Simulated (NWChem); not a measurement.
CAlClFNO; SMILES O=C=[N][Al]([F])[Cl]

```xyz
6

Al     0.4069     0.5461     0.0010
Cl    -1.0902     1.9785    -0.0006
F      1.9827     1.0365    -0.0013
N      0.0394    -1.1657     0.0031
C     -0.2097    -2.3421     0.0006
O     -0.4522    -3.4813    -0.0021
```
Atoms are numbered in this order, from 1.

Computed with NWChem. Pople sets run with spherical d functions. The geometry was optimised at PBE0/def2-SVP.

Problem. Taking B3LYP/6-311++G** as the yardstick, which of these has the fewest basis functions while keeping “highest occupied level (eV)” within 0.1 eV of it: B3LYP/3-21G; B3LYP/6-31+G*; B3LYP/STO-3G; B3LYP/6-311G**; B3LYP/6-31G*?

Solution. B3LYP/6-31+G* (a larger set in the list lies outside the tolerance).
```json
[
 {"level": "B3LYP/STO-3G", "basis functions": "38", "highest occupied level (eV)": "-5.06"},
 {"level": "B3LYP/3-21G", "basis functions": "62", "highest occupied level (eV)": "-8.54"},
 {"level": "B3LYP/6-31G*", "basis functions": "92", "highest occupied level (eV)": "-8.68"},
 {"level": "B3LYP/6-31+G*", "basis functions": "116", "highest occupied level (eV)": "-8.99"},
 {"level": "B3LYP/6-311G**", "basis functions": "124", "highest occupied level (eV)": "-8.86"},
 {"level": "B3LYP/6-311++G**", "basis functions": "148", "highest occupied level (eV)": "-9.02"}
]
```

The yardstick is one finite set, not the basis-set limit.
